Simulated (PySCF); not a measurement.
Species: `O=C(F)c1ccc(Cl)cc1`. The columns A, B, C and D hold Mulliken, IAO, Hirshfeld and ESP-fitted charges (e) of one PBE0/pcSseg-2 density (PySCF), in a shuffled order. Coordinates in Å (PBE0-D3(BJ)/def2-TZVP); the density's dipole moment is (-2.40, -0.81, 0.35) D.

| atom | x | y | z | A | B | C | D |
| --- | --- | --- | --- | --- | --- | --- | --- |
| O1 | 2.966 | 1.217 | -0.373 | -0.228 | -0.348 | -0.445 | -0.403 |
| C2 | 2.309 | 0.241 | -0.493 | +0.227 | +0.553 | +0.608 | +0.618 |
| F3 | 2.866 | -0.897 | -0.957 | -0.083 | -0.249 | -0.237 | -0.291 |
| C4 | 0.880 | 0.076 | -0.191 | -0.025 | +0.075 | +0.115 | -0.086 |
| C5 | 0.219 | -1.134 | -0.379 | -0.032 | -0.113 | -0.319 | -0.121 |
| C6 | -1.128 | -1.243 | -0.084 | -0.054 | -0.001 | +0.083 | -0.162 |
| C7 | -1.807 | -0.133 | 0.398 | +0.027 | +0.130 | -0.114 | +0.013 |
| Cl8 | -3.484 | -0.264 | 0.764 | -0.001 | -0.108 | -0.051 | -0.008 |
| C9 | -1.161 | 1.081 | 0.592 | -0.052 | +0.005 | +0.066 | -0.160 |
| C10 | 0.183 | 1.180 | 0.295 | -0.024 | -0.123 | -0.276 | -0.113 |
| H11 | 0.760 | -1.992 | -0.757 | +0.059 | +0.036 | +0.188 | +0.180 |
| H12 | -1.654 | -2.177 | -0.226 | +0.061 | +0.049 | +0.103 | +0.175 |
| H13 | -1.713 | 1.931 | 0.971 | +0.061 | +0.051 | +0.108 | +0.176 |
| H14 | 0.714 | 2.114 | 0.435 | +0.065 | +0.044 | +0.172 | +0.184 |

Problem. Which column most likely holds the ESP-fitted charges?

Solution. C. Σ q r misses the density's dipole by 0.04 D (C), 0.26 D (A), 0.68 D (B), 1.05 D (D). Charges fitted to the outside potential are the only set here that is tied to the molecule's multipoles.

Problem. And the Hirshfeld charges?

Solution. A. The mean sizes are 0.071 e (A), 0.135 e (B), 0.192 e (D), 0.206 e (C), and Hirshfeld charges are commonly the smallest of these schemes.

As computed, A = Hirshfeld, B = Mulliken, C = ESP-fitted, D = IAO. Hydrogens on carbon: Hirshfeld +0.06 to +0.06, Mulliken +0.04 to +0.05, ESP-fitted +0.10 to +0.19, IAO +0.18 to +0.18 e.

The IAO scheme projects the occupied orbitals on a minimal set of polarised atomic orbitals and counts the electrons in each atom's part of it. The Hirshfeld scheme weights the molecular density at each point by an atom's share of the summed free-atom densities.

The structure is a single PBE0-D3(BJ)/def2-TZVP conformer in the gas phase; no vibrational or solvent corrections.

Conformer computed: `[O:1]=[C:2]([F:3])[c:4]1[cH:5][cH:6][c:7]([Cl:8])[cH:9][cH:10]1`: O1–C2–C4–C5 180°.
